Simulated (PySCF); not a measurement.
Al(F)(I)(Me), CH₃AlFI, SMILES [CH3][Al]([F])[I] (PBE0/def2-SVP optimised geometry):

```
7

Al    -0.493     0.318     0.000
F     -1.352     1.744     0.000
I     -1.844    -1.744    -0.004
C      1.440     0.318     0.000
H      1.827    -0.192    -0.897
H      1.830    -0.229     0.873
H      1.844     1.342     0.020
```

Computed with PBE0/def2-TZVP, def2 effective core potentials past Kr (PySCF).

Problem. What are the frontier orbital energies and the dipole moment?

Solution. HOMO-2 -8.79 eV, HOMO-1 -8.06 eV, HOMO -7.87 eV, LUMO -0.92 eV, LUMO+1 -0.79 eV; dipole moment 2.07 D.

On the same geometry PBE/def2-TZVP, def2 effective core potentials past Kr run with PySCF gives HOMO-2 -7.55 eV, HOMO-1 -6.93 eV, HOMO -6.72 eV, LUMO -1.67 eV, LUMO+1 -1.60 eV; dipole moment 2.01 D.
